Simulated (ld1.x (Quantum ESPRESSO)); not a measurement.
nitrogen (N) TM semilocal: all-electron and pseudo phase curves

ld1.x (Quantum ESPRESSO) 7.5 input, shortened:

```
&input
   title='N', zed=7., rel=0, dft='PBESOL', iswitch=3,
   config='[He] 2s2 2p2 3d-2'
 /
 &inputp
   pseudotype=1, tm=.true., lloc=0,
   nlcc=.false.
 /
3
2P  2  1   2.00   0.00  1.65  1.65  0.0
3D  3  2  -2.00   0.20  1.40  1.40  0.0
2S  1  0   2.00   0.00  0.80  0.80  0.0
 &test
   configts(1)='2s2 2p2'
 /
```

The phase is arctan(r·u′/u) with u = r·R(r), unwrapped; energies in Ry, scanned from -4 to 5 Ry. A pole is an energy at which the radial function vanishes at the test radius. The pseudo phase is shifted by a multiple of π to meet the all-electron one at the reference energy, and phase errors are pseudo minus all-electron; the curves can meet again beyond the range given. Levels narrower than the energy grid can be missing from the lists of poles.

```json
{"channel": "s", "radius (bohr)": "1.80", "reference energy (Ry)": "-2.37", "poles, all-electron": "-1.25", "poles, pseudo": "-1.25", "unbroken range about the reference energy with phases within 0.05 rad": "below 3.3", "phase error 1 Ry above the reference energy (rad)": "-0.000"}
{"channel": "p", "radius (bohr)": "1.80", "reference energy (Ry)": "-1.51", "poles, all-electron": "-0.53", "poles, pseudo": "-0.49", "unbroken range about the reference energy with phases within 0.05 rad": "below 1.6", "phase error 1 Ry above the reference energy (rad)": "+0.008"}
{"channel": "d", "radius (bohr)": "1.80", "reference energy (Ry)": "0.20", "poles, all-electron": "none", "poles, pseudo": "none", "unbroken range about the reference energy with phases within 0.05 rad": "the whole range", "phase error 1 Ry above the reference energy (rad)": "+0.000"}
```

Phases in the s channel:

```tsv
E (Ry)	all-electron	pseudo
-4.00	1.045	1.044
-3.52	0.848	0.848
-3.04	0.312	0.311
-2.56	-0.761	-0.761
-2.08	-1.291	-1.291
-1.60	-1.490	-1.491
-1.12	-1.594	-1.595
-0.64	-1.663	-1.664
-0.16	-1.717	-1.718
0.32	-1.766	-1.768
0.80	-1.815	-1.818
1.28	-1.871	-1.875
1.76	-1.938	-1.945
2.24	-2.028	-2.040
2.72	-2.159	-2.180
3.20	-2.369	-2.410
3.68	-2.722	-2.802
4.16	-3.246	-3.356
4.64	-3.746	-3.835
```
